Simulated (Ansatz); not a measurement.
Geometry optimisation, Ansatz, RKS PBE-D4/6-31G*.

Input:

```yaml
crystal:
  periodic: [false, false, false]
  atoms:
    - { symbol: B, position_ang: [0.0, 0.0, 0.0] }
    - { symbol: O, position_ang: [0.0, 0.0, 1.76] }
    - { symbol: H, position_ang: [-0.9095, -0.2814, 2.0971] }
    - { symbol: Cl, position_ang: [1.6108, 0.0, -0.93] }
    - { symbol: Cl, position_ang: [-1.6108, 0.0, -0.93] }
    - { symbol: H, position_ang: [0.3178, 1.3778, 0.4698] }
    - { symbol: H, position_ang: [0.2587, 1.1216, 1.3187] }
basis:
  gaussian: { orbitals: "6-31G*" }
hamiltonian:
  xc: pbe
  dispersion: d4
relax:
  f_tol: 0.15
  max_steps: 25
  restrain:
    - { distance: [0, 5], at: 1.19, k: 30.0 }
    - { distance: [6, 1], at: 1.01, k: 30.0 }
    - { distance: [0, 1], at: 2.61, k: 30.0 }
    - { distance: [6, 5], at: 1.86, k: 30.0 }
output:
  orbitals: {}
```

Run as:

```bash
$ ansatz run input.yaml --threads 1 --pin off --max-ram 2048MiB --backend cpu --events-out ev --progress --plain --runs-dir out
```

Q: Where does it end, and by what steps?

A: It converged. The restraints hold the end off the free minimum. After 9 steps the energy has fallen by 2.293 eV (the restraints' own energy left out); B1 moved furthest, 0.68 Å.

| step | energy less start (eV) | largest force component (eV/Å) | accepted |
| --- | --- | --- | --- |
| 0 | 0.0000 | 3.286 | yes |
| 1 | -0.4975 | 3.995 | yes |
| 2 | -1.3244 | 3.107 | yes |
| 3 | -1.9459 | 1.037 | yes |
| 4 | -2.2202 | 0.791 | yes |
| 5 | -2.2521 | 0.879 | yes |
| 6 | -2.2483 | 0.897 | no |
| 7 | -2.2777 | 0.695 | yes |
| 8 | -2.2897 | 0.631 | yes |
| 9 | -2.2933 | 0.596 | yes |

```xyz
7
Properties=species:S:1:pos:R:3
B 0.123 0.483 -0.457
O 0.078 -0.029 2.092
H -0.867 -0.285 2.124
Cl 1.566 -0.318 -1.038
Cl -1.483 -0.106 -0.897
H 0.213 1.537 0.100
H 0.037 0.936 1.862
```

The run took 20 s on 1 thread of Arm Neoverse V2 (shared host), peak memory 0.14 GiB.
